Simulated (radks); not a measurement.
The numbers below are computed, except where a source is named.
Question: Species: As20+. Configuration: [Ne] 3s2 3p1 (the NIST ground configuration). Code: a radial shooting solver on a logarithmic mesh with Libxc functionals. Model: Dirac Kohn-Sham, PBE, spin-unpolarised, spherical densities, finite nucleus; open shells fill j = l - 1/2 first; Fermi nuclear charge, rms radius 4.0968 fm. Some entries of the table are withheld. Estimate them.

orbital  occ.  eigenvalue (hartree)  r(max) (bohr)
1s1/2       2             -461.4059        0.02973
2s1/2       2                   (1)         0.1692
2p1/2       2             -78.74455         0.1333
2p3/2       4             -77.36456         0.1363
3s1/2       2                   (2)         0.4723
3p1/2       1                   (3)            (4)
3p3/2       0                   (5)            (6)
3d3/2       0             -26.26101            (7)
3d5/2       0             -26.19727            (8)
4s1/2       0             -15.93578         0.9601

Answer: 
(1) 2s1/2 eigenvalue (hartree): -84.28533
(2) 3s1/2 eigenvalue (hartree): -31.09747
(3) 3p1/2 eigenvalue (hartree): -29.26127
(4) 3p1/2 r(max) (bohr): 0.4541
(5) 3p3/2 eigenvalue (hartree): -28.95365
(6) 3p3/2 r(max) (bohr): 0.4597
(7) 3d3/2 r(max) (bohr): 0.3740
(8) 3d5/2 r(max) (bohr): 0.3755
